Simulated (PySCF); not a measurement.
# Polarisability and C₆ of Mn (manganese, neutral)

[Ar] 3d5 4s2, high-spin 6S determinant. All numbers are calculated (PySCF 2.14, no relativity, point nucleus, in aug-cc-pVTZ with one added diffuse shell each of s, p, d, f, g type (9s8p6d4f3g, 118 functions)). Coupled (time-dependent) response in atomic units; α is the mean over directions.

```json
{"method": "PBE0", "mean α (bohr³)": "79.87", "C₆ (like pair)": "776.0", "S(−4)": "4065"}
```

S(−4) is the Cauchy moment in α(ω) = α(0) + S(−4) ω² + …

Reference α: 68 ± 9 bohr³ (recommended; Schwerdtfeger and Nagle, table of static dipole polarizabilities (2023 update)). Published C₆: 552.0 (Chu and Dalgarno (2004); Tang, Norbeck and Certain (1976)).

α(iu) at PBE0:

| u (hartree) | α(iu) (bohr³) |
| --- | --- |
| 0 | 79.87 |
| 0.0500 | 71.29 |
| 0.100 | 55.49 |
| 0.200 | 31.57 |
| 0.300 | 19.55 |
| 0.500 | 9.863 |
| 0.750 | 5.686 |
| 1.00 | 3.880 |
| 1.50 | 2.280 |
| 2.00 | 1.555 |
| 3.00 | 0.8820 |
| 5.00 | 0.4045 |

A single London oscillator, α(iu) = α/(1 + u²/ω²), gives C₆ = (3/4) ω α². Matching the computed C₆ needs ω = 4 × 776.0 / (3 × 79.87²) = 0.162 hartree.
